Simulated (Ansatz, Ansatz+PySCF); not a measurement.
```xyz
18

C     1.3411    0.0000    0.2088
C     0.6705    1.1614   -0.2088
C    -0.6705    1.1614    0.2088
C    -1.3411    0.0000   -0.2088
C    -0.6705   -1.1614    0.2088
C     0.6705   -1.1614   -0.2088
H     1.4057    0.0000    1.2240
H     2.2954    0.0000   -0.1352
H     0.7029    1.2174   -1.2240
H     1.1477    1.9878    0.1352
H    -1.1477    1.9878   -0.1352
H    -0.7029    1.2174    1.2240
H    -1.4057    0.0000   -1.2240
H    -2.2954    0.0000    0.1352
H    -1.1477   -1.9878   -0.1352
H    -0.7029   -1.2174    1.2240
H     1.1477   -1.9878    0.1352
H     0.7029   -1.2174   -1.2240
```

Basis set: def2-SVP (spherical functions). Correlated methods keep 6 orbitals frozen. Charge 0, multiplicity 1.

Computed with Ansatz (development build ahead of 0.2.0); each method stands on the lowest determinant of its kind that the runs found. Restricted open shells among the atoms or ions are ROHF, correlated in semicanonical orbitals with singles.

**Question.** Give the atomization energy at this shape (free ground-state atoms in the same class of orbitals less the molecule, no zero-point energy) of singlet C₆H₁₂ by RHF-MP2, RHF.

**Answer.**

```csv
method,atomization energy
RHF-MP2,70.79 eV
RHF,56.45 eV
```

Caution: no unrestricted run beside it, a lower state can exist; the shape is not the minimum.
